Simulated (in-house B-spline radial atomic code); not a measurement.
Settings and results of a run for Ca II (Ca+). Method: scalar-relativistic (X2C) Hartree-Fock, spin-polarised, averaged over the determinants with the given up and down occupations, Fermi nucleus of rms radius 3.4776 fm, inside a hard spherical wall at 1.26 bohr. Calculated with a B-spline radial code for spherical atoms.

Command:
```bash
python run_scf.py task.json out
```
Settings (nuclear radius in fm, mass in u):
```
Z                20
configuration    [He] 2s2 2p5 3s2 3p6 4s1 4d1
hamiltonian      x2c
method           hf
spin_polarised   True
nucleus          fermi
rms_radius       3.4776
atomic_mass      39.96259
speed_of_light   137.035999084
wall_radius      1.26
```

Output (hartree, bohr):
```
 radial grid: 57 intervals, B-splines of order 8, outer radius 1.26 bohr

 iter        energy (Eh)    residual
    1       -605.2362116    2.54e-01
    2       -605.3818508    8.01e-03
    3       -605.3819902    4.24e-03
    4       -605.3820290    2.23e-03
    5       -605.3820447    1.70e-04
    6       -605.3820448    2.01e-05
    7       -605.3820448    1.79e-06
    8       -605.3820448    1.10e-07

 total energy                     -605.382045
 kinetic                            819.71451
 electron-nucleus                 -1735.97461
 electron-electron                  310.87806

 orbital      occ     eigenvalue          <r>       <r^2>       <1/r>       r_max
 1s up      1.000     -144.99346    0.0766277  0.00791554     19.8953     0.05006
 1s down    1.000     -144.63153    0.0765749  0.00789926     19.8996     0.05007
 2s up      1.000      -13.10324     0.365445    0.158289     4.06086      0.2997
 2s down    1.000      -12.33961     0.369975    0.162346     3.99643      0.3021
 2p up      3.000       -9.61503     0.332337    0.136313     3.89493      0.2497
 2p down    2.000       -9.14927     0.345211    0.148824     3.79589      0.2524
 3s up      1.000        2.87003     0.741279    0.612751     2.01472      0.8105
 3s down    1.000        3.12669     0.744031    0.617446     2.00578      0.8164
 3p up      3.000        4.10931     0.730495    0.601278     1.91186      0.8072
 3p down    3.000        4.30572     0.720244    0.592094     1.99844       0.812
 4s up      1.000       19.73683     0.721951    0.622798     2.42832       1.022
 4d up      1.000       16.72885     0.685228    0.561269     1.86656      0.4228
```

Time taken, with all properties: 0.24 s on 1 thread of Intel(R) Xeon(R) Platinum 8488C (shared host).
